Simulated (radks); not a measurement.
Values are calculated unless marked as measured or tabulated.
Ionisation of neutral tungsten, [Xe] 4f14 5d4 6s2, to W+, [Xe] 4f14 5d4 6s1, under several functionals. Scalar-relativistic Kohn-Sham, spin-polarised, spherical densities, finite nucleus; open shells are filled with parallel spins first (spin-orbit coupling, left out, can overturn this in heavy ions); a radial shooting solver on a logarithmic mesh with Libxc functionals.

| functional | E(W) (hartree) | Exc (hartree) | IE (eV) | -e(HOMO) (eV) | <r> HOMO (bohr) | IE error (eV) |
|---|---|---|---|---|---|---|
| XLYP | -16141.9496 | -324.6158 | 7.937 | 4.901 | 3.319 | +0.073 |
| LDA (Slater exchange, Perdew-Wang correlation) | -16130.6550 | -313.3502 | 7.958 | 5.081 | 3.300 | +0.094 |
| SOGGA | -16134.7567 | -317.4359 | 7.319 | 4.645 | 3.338 | -0.545 |
| MS2 meta-GGA | -16139.5716 | -321.7060 | 7.435 | 4.883 | 3.349 | -0.429 |
| RPBE | -16140.5659 | -323.2558 | 7.452 | 4.642 | 3.371 | -0.412 |
| revPBE | -16140.4260 | -323.1153 | 7.397 | 4.660 | 3.358 | -0.467 |
| TASK exchange with Perdew-Wang LDA correlation | -16139.7378 | -320.7359 | 6.290 | 4.502 | 3.680 | -1.574 |
| PBEsol | -16135.3295 | -318.0123 | 7.482 | 4.781 | 3.328 | -0.382 |

NIST Atomic Spectra Database: 7.864 eV (measured). Closest: XLYP. The Delta-SCF values span 1.67 eV, the total energies 11.29 hartree. The highest occupied level is 6s. Open shells are spherical and high-spin; term and fine-structure splittings are not resolved. Spin-orbit splitting is averaged out at the scalar-relativistic level.
